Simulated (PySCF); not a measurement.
## Computed properties of MoCl4H2, SMILES [MoH2]([Cl])([Cl])([Cl])[Cl], multiplicity 1

MoCl4H2, SMILES [Cl][MoH2]([Cl])([Cl])[Cl], multiplicity 1. Coordinates come from a B3LYP-D3(BJ)/def2-SVP optimisation. The multiplicity is an assumed one; no other spin state was optimised. The structure was generated by enumeration; whether it is a known compound was not checked. The def2 effective core potentials stand for the cores of Mo; spin–orbit coupling is left out. The values are those of a single conformer. All values are computed for the isolated molecule unless a solvent is named; none is compared with measurement here.

**Structure.** The optimised structure has C2v symmetry. All 15 harmonic modes at B3LYP-D3(BJ)/def2-SVP (PySCF) are real, so it is a minimum. With heavy atoms numbered as in [MoH2:1]([Cl:2])([Cl:3])([Cl:4])[Cl:5], the shortest bond between them is Mo1–Cl5 at 2.273 Å and the longest Mo1–Cl4 at 2.319 Å.

**Vibrations.** The strongest infrared lines (harmonic, unscaled, degenerate partners summed) lie at 398 cm⁻¹ (167 km/mol, Cl 62 %, Mo 37 %), 392 cm⁻¹ (116 km/mol, Cl 61 %, Mo 33 %), 1020 cm⁻¹ (43 km/mol, H 99 %). The softest mode is at 87 cm⁻¹ and the zero-point energy is 13.4 kcal/mol.

**Electronic structure.** ωB97X/def2-TZVP (PySCF) places the frontier levels at -10.83 and -3.18 eV, a gap of 7.65 eV, and gives a dipole moment of 0.50 D and a mean polarisability of 104.2 bohr³. PBE/def2-TZVP (PySCF) at the same geometry gives -7.04 and -5.69 eV, so its gap is 6.30 eV narrower. An orbital gap is neither the optical nor the fundamental gap.

**Excitations.** TDA-M06-2X/def2-SVPD (PySCF) has S1 at 1.63 eV (760 nm, f = 0.000, dark); the most intense of the 10 singlets computed lies at 3.68 eV (f = 0.05). T1 (TDA) is at 1.37 eV, 0.26 eV under S1. TDA-PBE/def2-SVPD (PySCF) puts S1 at 1.42 eV.
